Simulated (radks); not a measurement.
Spherical quantum dot in the effective-mass picture: electrons in a parabolic well V = omega^2 r^2 / 2 with omega = 2.33, all in effective atomic units (hartree* = m*/eps^2 hartree, bohr* = eps/m* bohr), one dielectric constant everywhere. Calculated with a radial shooting solver with Libxc functionals: non-relativistic Kohn-Sham, LDA (Slater exchange, Perdew-Wang correlation), spin-polarised, spherical densities. Levels are named by radial order and angular momentum (1s, 1p, 1d, 2s, ...), and open shells are averaged over m. Each electron was tried in the lowest free levels, single moves between levels near the top were tried too, and the lowest total energy was kept; such a search can miss a lower state. At N = 1 the Hartree and exchange-correlation terms need not cancel, so that row can carry a self-interaction error.

\begin{tabular}{lrrrrrr}
N & open shells & 2S & E (hartree*) & addition energy mu(N+1) - mu(N) (hartree*) & e(HOMO) (hartree*) & rms radius (bohr*) \\ \hline
1 & 1s(up 1, down 0) & 1 & 3.55339 & 1.121 & 3.9823 & 0.8068 \\
2 & none & 0 & 8.22816 & 2.906 & 5.1003 & 0.8401 \\
3 & 1p(up 1, down 0) & 1 & 15.8087 & 0.7383 & 7.9456 & 0.9408 \\
4 & 1p(up 2, down 0) & 2 & 24.1276 & 0.7499 & 8.6936 & 0.9964 \\
5 & 1p(up 3, down 0) & 3 & 33.1964 & 0.9532 & 9.4435 & 1.036 \\
6 & 1p(up 3, down 1) & 2 & 43.2184 & 0.6941 & 10.366 & 1.069 \\
7 & 1p(up 3, down 2) & 1 & 53.9346 & 0.7024 & 11.067 & 1.097 \\
8 & none & 0 & 65.3532 & 2.468 & 11.770 & 1.121 \\
9 & 1d(up 1, down 0) & 1 & 79.2397 & 0.6127 & 14.193 & 1.161 \\
10 & 1d(up 2, down 0) & 2 & 93.7389 & 0.6120 & 14.806 & 1.194 \\
11 & 1d(up 3, down 0) & 3 & 108.850 & 0.6093 & 15.416 & 1.224 \\
12 & 1d(up 4, down 0) & 4 & 124.571 & 0.6057 & 16.024 & 1.249 \\
13 & 1d(up 5, down 0) & 5 & 140.897 & 0.7670 & 16.628 & 1.273 \\
14 & 1d(up 5, down 1) & 4 & 157.990 & 0.5776 & 17.382 & 1.295 \\
15 & 1d(up 5, down 2) & 3 & 175.661 & 0.5771 & 17.960 & 1.315 \\
16 & 1d(up 5, down 3) & 2 & 193.909 & 0.5751 & 18.536 & 1.334 \\
17 & 1d(up 5, down 4) & 1 & 212.732 & 0.5722 & 19.110 & 1.352 \\
18 & none & 0 & 232.127 & 0.7527 & 19.680 & 1.369 \\
19 & 2s(up 1, down 0) & 1 & 252.275 & 0.6434 & 20.440 & 1.386 \\
20 & none & 0 & 273.066 & 1.843 & 21.081 & 1.402 \\
21 & 1f(up 1, down 0) & 1 & 295.701 & 0.5160 & 22.893 & 1.422 \\
22 & 1f(up 2, down 0) & 2 & 318.852 & 0.5140 & 23.408 & 1.442 \\
23 & 1f(up 3, down 0) & 3 & 342.516 & 0.5118 & 23.921 & 1.460 \\
24 & 1f(up 4, down 0) & 4 & 366.693 & 0.5095 & 24.432 & 1.477 \\
25 & 1f(up 5, down 0) & 5 & 391.379 & 0.5070 & 24.940 & 1.493 \\
26 & 1f(up 6, down 0) & 6 & 416.572 & 0.5044 & 25.446 & 1.509 \\
27 & 1f(up 7, down 0) & 7 & 442.270 & 0.6317 & 25.949 & 1.524 \\
28 & 1f(up 7, down 1) & 6 & 468.599 & 0.4909 & 26.575 & 1.539 \\
29 & 1f(up 7, down 2) & 5 & 495.419 & 0.4893 & 27.065 & 1.553 \\
30 & 1f(up 7, down 3) & 4 & 522.728 & 0.4875 & 27.553 & 1.567 \\
31 & 1f(up 7, down 4) & 3 & 550.525 & 0.4856 & 28.040 & 1.580 \\
32 & 1f(up 7, down 5) & 2 & 578.808 & 0.4835 & 28.525 & 1.593 \\
33 & 1f(up 7, down 6) & 1 & 607.574 & 0.4814 & 29.007 & 1.605 \\
34 & none & 0 & 636.821 & 0.7503 & 29.487 & 1.617 \\
35 & 2p(up 1, down 0) & 1 & 666.819 & 0.4866 & 30.241 & 1.629 \\
36 & 2p(up 2, down 0) & 2 & 697.303 & 0.4854 & 30.727 & 1.641 \\
37 & 2p(up 3, down 0) & 3 & 728.273 & 0.5499 & 31.212 & 1.653 \\
38 & 2p(up 3, down 1) & 2 & 759.793 & - & 31.759 & 1.664 \\
\end{tabular}

All shells are closed at N = 2, 8, 18, 20, 34 (there: 1s2 1p6 1d10 2s2 1f14); the second difference of the energy has clear peaks (12 % above both neighbours; the first and last values, which can be the largest, are not judged, and half-filled shells can peak too) at N = 2, 5, 8, 13, 18, 20, 27, 34.
